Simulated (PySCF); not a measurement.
C₄H₄ClF, SMILES C=C(Cl)/C=C\F.

Geometry: PBE0-D3(BJ)/def2-SVP. The structure was generated by enumeration; whether it is a known compound was not checked. Other conformers were not sampled.

The numbers are results of PBE/def2-TZVP (PySCF), not measurements.

The molecule is in vacuum.

```json
{
 "total_energy": "-714.45616 hartree",
 "point_group": "Cs",
 "highest_occupied_level": "-5.83 eV",
 "lowest_empty_level": "-2.11 eV",
 "orbital_gap": "3.72 eV",
 "dipole_moment": "0.468 e·Å",
 "quadrupole, principal values (traceless, Buckingham form, about the centre of nuclear charge)": "-5.78, 0.75, 5.02 D·Å",
 "mean_static_polarisability": "65.6 bohr³ (9.72 Å³)",
 "polarisability_principal_values": "37.6, 65.7, 93.4 bohr³"
}
```
